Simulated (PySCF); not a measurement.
H₂Se, SMILES [SeH2] (connectivity only; charge and spin as stated), charge +1, multiplicity 2.

Geometry: B3LYP-D3(BJ)/def2-TZVPD. The multiplicity is an assumed one; other spin states were not compared.

Level of theory: B3LYP-D3(BJ)/def2-TZVPD (PySCF).

Frequencies are harmonic and unscaled.

Computed vibrational spectrum:
| mode | ν (cm⁻¹) | IR (km/mol) | moving atoms (share of kinetic energy) |
|---|---|---|---|
| 1 | 1045 | 0.6 | H 99 % |
| 2 | 2335 | 24.8 | H 99 % |
| 3 | 2339 | 41.0 | H 99 % |
